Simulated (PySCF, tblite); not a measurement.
C4H6BNO3.
SMILES with atom numbers: `[O:1]=[C:2]1[CH:3]=[CH:4][N:5]1[CH2:6][B:7]([OH:8])[OH:9]` (hydrogens: H10 on C3; H11 on C4; H12, H13 on C6; H14 on O8; H15 on O9)

Cartesian coordinates in Å at the GFN2-xTB level; atoms count from 1:
```xyz
15
C4H6BNO3 angstrom
O      1.548   -1.885    0.419
C      1.614   -0.744    0.088
C      2.309    0.513    0.490
C      1.373    1.168   -0.220
N      0.799    0.016   -0.826
C     -0.628   -0.224   -0.985
B     -1.464   -0.149    0.394
O     -2.639   -0.797    0.595
O     -0.969    0.609    1.391
H      3.167    0.760    1.073
H      1.064    2.183   -0.379
H     -0.721   -1.206   -1.457
H     -0.998    0.511   -1.707
H     -2.964   -1.351   -0.112
H     -1.496    0.603    2.192
```

Jobs on this species (15 atoms, 66 electrons) with PySCF (density fitting) and tblite. Hardware of each: Arm Neoverse V1, one thread (shared host). Times come from a shared host and carry two figures at best.

| level and settings | work | basis functions | SCF cycles | wall time |
| --- | --- | --- | --- | --- |
| B3LYP/def2-SVPD | 8 singlets by full TDDFT, 3 Tamm–Dancoff triplets, polarisability | 237 | ? | ? |
| PBE0/pcSseg-1 | shieldings, ring-centre shieldings, charges and field gradients, density and orbital grids written | 183 | 15 | 39 s |
| GFN2-xTB | L-BFGS relaxation | – | – | 0.7 s |

**Question.** Fill in the missing figures.

**Answer.** 
- B3LYP/def2-SVPD; 8 singlets by full TDDFT, 3 Tamm–Dancoff triplets, polarisability: 52 s, 15 SCF cycles

**Question.** What do all jobs in the table cost together?

**Answer.** About 92 s; the longest takes about 57 % of that, and about 74 times as long as the shortest.
